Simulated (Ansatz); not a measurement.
CH9NOSi2 can be A, `N[SiH2]OC[SiH3]`, or B, `N[SiH2][SiH2]CO`.

Isolated molecules relaxed with PBE0-D4/def2-TZVP in Ansatz; ΔE leaves out vibrations. CBS: MP2 limit from def2 TZ/QZ plus the TZ coupled-cluster correction, frozen cores. Functionals use def2-TZVPP. B3LYP here is the variant with VWN-RPA as its local correlation; programs differ in this. Each species was taken in one conformer, which may not be the lowest.

Q: Which isomer does CCSD(T)/CBS put lower? Give the gap. (An estimate is asked.)

A: The calculation gave: A, by 28.7 kcal/mol.

Q: Give E(B) − E(A) in kcal/mol with B3LYP-D4, CCSD(T)/def2-TZVPP, HF/def2-TZVPP, PBE-D4, r2SCAN-D4, B3LYP, PBE0-D4. (An estimate is asked.)

A: The calculation gave: B3LYP-D4 28.5, CCSD(T)/def2-TZVPP 29.0, HF/def2-TZVPP 34.3, PBE-D4 22.5, r2SCAN-D4 27.1, B3LYP 28.7, PBE0-D4 24.4. None reverses the order clearly.

Largest T1 diagnostic: 0.012.

In def2-TZVPP, CCSD(T) changes the Hartree–Fock value by −5.3 kcal/mol (the triples alone add −0.7 kcal/mol) and MP2 by −3.4 kcal/mol. From PBE to PBE0 (25 % exact exchange), in def2-TZVPP and without D4, E(B) − E(A) moves by +1.9 kcal/mol.
